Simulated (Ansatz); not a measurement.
Geometry optimisation, DFT PBEsol, scalar-relativistic, plane waves, PAW (Ansatz 0.2.0).

The input (input.yaml):

```yaml
crystal:
  lattice:
    - [4.58, 0.0, 0.0]
    - [2.29, 3.966396, 0.0]
    - [0.0, 0.0, 15.58843]
  atoms:
    - { symbol: Be, position: [0.0, 0.0, 0.06415014] }
    - { symbol: Be, position: [0.5, 0.0, 0.06415014] }
    - { symbol: Be, position: [-2.0e-08, 0.50000004, 0.06415014] }
    - { symbol: Be, position: [0.49999998, 0.50000004, 0.06415014] }
    - { symbol: Be, position: [-0.16666668, 0.33333336, 0.17924929] }
    - { symbol: Be, position: [0.33333332, 0.33333336, 0.17924929] }
    - { symbol: Be, position: [-0.1666667, 0.83333341, 0.17924929] }
    - { symbol: Be, position: [0.3333333, 0.83333341, 0.17924929] }
    - { symbol: Be, position: [0.0, 0.0, 0.29434844] }
    - { symbol: Be, position: [0.5, 0.0, 0.29434844] }
    - { symbol: Be, position: [-2.0e-08, 0.50000004, 0.29434844] }
    - { symbol: Be, position: [0.49999998, 0.50000004, 0.29434844] }
    - { symbol: C, position: [-0.16666668, 0.33333336, 0.39570566] }
    - { symbol: H, position: [-0.41684428, 0.39813732, 0.37261161] }
    - { symbol: H, position: [0.01978584, 0.08333095, 0.37261161] }
    - { symbol: H, position: [-0.1005127, 0.51790265, 0.37261161] }
    - { symbol: H, position: [-0.16666668, 0.33333336, 0.46562932] }
basis:
  ecutwfc: 420.0
kpoints:
  mp_grid: { grid: [5, 5, 1] }
hamiltonian:
  xc: pbesol
scf:
  occupations: { method: gaussian, width: 0.15 }
  lower_state_search: "off"
relax:
  f_tol: 0.03
  max_steps: 60
  adjacent_minimum: "off"
  constraints: [{ sites: [0, 1, 2, 3] }]
```

Launched with:

```bash
$ ansatz run input.yaml --threads 1 --pin off --max-ram 3072MiB --backend cpu --events-out ev --progress --plain --runs-dir out
```

Where does it end, and by what steps?

The forces met the threshold. The force dipped under the threshold on the way, but the program's further checks kept it going. Limits of this set-up: coarse k mesh, thin slab, slab without dipole correction, no dispersion correction for a molecule that may bind weakly. After 17 steps the energy has fallen by 4.224 eV; H17 moved furthest, 2.31 Å. Parted: Be9–H15, Be11–H16, Be12–H14.

```
step  energy less start (eV)  largest force component (eV/Å)  accepted
   0                  0.0000                           3.113       yes
   1                 -1.4241                           1.931       yes
   2                 -2.3741                           1.045       yes
   3                 -2.9439                           1.179       yes
   4                 -3.3230                           1.127       yes
   5                 -3.6205                           0.859       yes
   6                 -3.8474                           0.359       yes
   7                 -4.0085                           0.241       yes
   8                 -4.1102                           0.115       yes
   9                 -4.1699                           0.048       yes
  10                 -4.1992                           0.046       yes
  11                 -4.2148                           0.138       yes
  12                 -4.2152                           0.274       yes
  13                 -4.2227                           0.095       yes
  14                 -4.2238                           0.004       yes
  15                 -4.2238                           0.004       yes
  16                 -4.2242                           0.004       yes
  17                 -4.2244                           0.008       yes
```

```xyz
17
Lattice="4.5800 0.0000 0.0000 2.2900 3.9664 0.0000 0.0000 0.0000 15.5884" Properties=species:S:1:pos:R:3
Be 0.000 0.000 1.000
Be 2.290 0.000 1.000
Be 1.145 1.983 1.000
Be 3.435 1.983 1.000
Be 0.000 1.322 2.842
Be 2.290 1.322 2.840
Be 1.145 3.305 2.840
Be 3.435 3.305 2.840
Be 0.000 -0.001 4.681
Be 2.290 0.000 4.679
Be 1.146 1.984 4.681
Be 3.434 1.984 4.681
C 0.001 1.322 8.470
H -1.035 1.327 8.102
H 0.515 0.424 8.102
H 0.522 2.217 8.102
H 0.001 1.323 9.568
```

Whether the end is a true minimum wasn't checked by a vibrational analysis.

The run took 2.6 min on 1 thread of Arm Neoverse V1, on a shared host, peak memory 0.47 GiB.
